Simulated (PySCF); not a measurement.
A species of formula C3H8BN has this rotational fingerprint, computed with PBE0-D3(BJ)/def2-SVP geometry optimisation, gas phase (PySCF 2.14.0):

```
Rotational constants : A = 16609, B = 2447, C = 2194 MHz
Dipole components    : |μa| = 1.04 D, |μb| = 1.42 D, |μc| = 0.43 D
Inertial defect      : -6.62 u·Å²
κ                    : -0.96
```

Task: Which structure is it? (One computed conformer of each.)
A. `[CH2:1]=[CH:2][BH:3][NH:4][CH3:5]` with C1–C2–B3–N4 35°, C2–B3–N4–C5 -178°
B. `[NH2:1][BH:2][CH:3]1[CH2:4][CH2:5]1` with N1–B2–C3–C4 147°
C. `[BH3-][N+]#CCC`

Result: A. It is C=CBNC, a near-prolate asymmetric top, point group C1. The candidates at the same level (rigid rotor, commonest isotopes):

```
        SMILES  A (MHz)  B (MHz)  C (MHz)  μa (D)  μb (D)  μc (D)  Δ (u·Å²)  point group                        rotor
       NBC1CC1    14901     2753     2675    1.39    0.00    1.06    -28.53           Cs  near-prolate asymmetric top
        C=CBNC    16609     2447     2194    1.04    1.42    0.43     -6.62           C1  near-prolate asymmetric top
[BH3-][N+]#CCC    19666     2129     2002    7.37    1.31    0.00    -10.53            –  near-prolate asymmetric top
```

`[BH3-][N+]#CCC` has A 18 % too high; `NBC1CC1` has C 22 % too high. No structure here is proved a minimum.
